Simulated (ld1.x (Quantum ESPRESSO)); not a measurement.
# cobalt: one change to a TM potential, before and after

```json
{"Element": "Co", "Generator": "ld1.x (Quantum ESPRESSO) 7.5", "Type": "norm-conserving Troullier–Martins (Kleinman–Bylander form)", "Functional": "LDA (PZ)", "Relativity": "scalar-relativistic", "Frozen core": "[Ne] 3s2", "Valence charge": "15", "Reference configuration": "3p6 3d6 4s0 4p0 (charge +3)", "Partial waves": "4s (bound, empty): rc 1.95 bohr; 3d (bound): rc 0.90 bohr; 3p (bound): rc 0.85 bohr", "Local potential": "the p channel", "Core correction": "none"}
```

Change: all radii scaled by about 0.74 (s 1.44, p 0.64, d 0.66 bohr).

Cutoffs: the cutoffs (Ry, on a coarse ladder) from which the occupation-weighted sum of valence levels, in a spherical-Bessel basis at the reference potential, stays within 10 and 1 mRy of its value at 400 Ry; they do not see the model core or the augmentation charge, which bear on the density cutoff. Errors are all-electron minus pseudo energies relative to the spin-unpolarised reference configuration.

Problem. Predict the effect on cutoff, ghosts and configuration errors.

Solution. Both files keep a bound ghost (s); of the 9 tests that both files solve, the error grows in 2 and shrinks in 5 by more than 15 % and 0.3 meV (median size 77.0 → 24.5 meV).

| quantity | base | changed |
| --- | --- | --- |
| cutoff, loose | 230 Ry | over 300 Ry |
| cutoff, tight | over 300 Ry | over 300 Ry |
| loose cutoff by channel (10 mRy a level) | d 200 Ry, p 100 Ry | d over 300 Ry, p 100 Ry |
| bound ghosts | s | s |
| error for 3p6 3d7 4s2 4p0, meV [ΔE -62.57 eV] | +127 | -31 |
| error for 3p6 3d7 4s1 4p0, meV [ΔE -53.27 eV] | +77 | -19 |
| error for 3p6 3d7 4s0 4p0, meV [ΔE -36.19 eV] | -13 | -18 |
| error for 3p6 3d6 4s2 4p1, meV [ΔE -52.80 eV] | +25 | +23 |
| error for 3p6 3d7 4s1.5 4p0, meV [ΔE -58.85 eV] | +106 | -25 |
| error for 3p6 3d8 4s0 4p0, meV [ΔE -55.86 eV] | -30 | -35 |
| error for 3p6 3d7 4s0 4p1, meV [ΔE -47.82 eV] | +5.3 | +2.5 |
| error for 3p6 3d6 4s0 4p0 (spin-polarised), meV [ΔE -4.15 eV] | +1084 | +1108 |
| error for 3p6 3d7 4s2 4p0 (spin-polarised), meV [ΔE -64.55 eV] | +633 | +465 |

 A true bound ghost makes a file unfit for plane-wave use even where its test errors are small: the radial tests pick states by their node count and pass the ghost by.
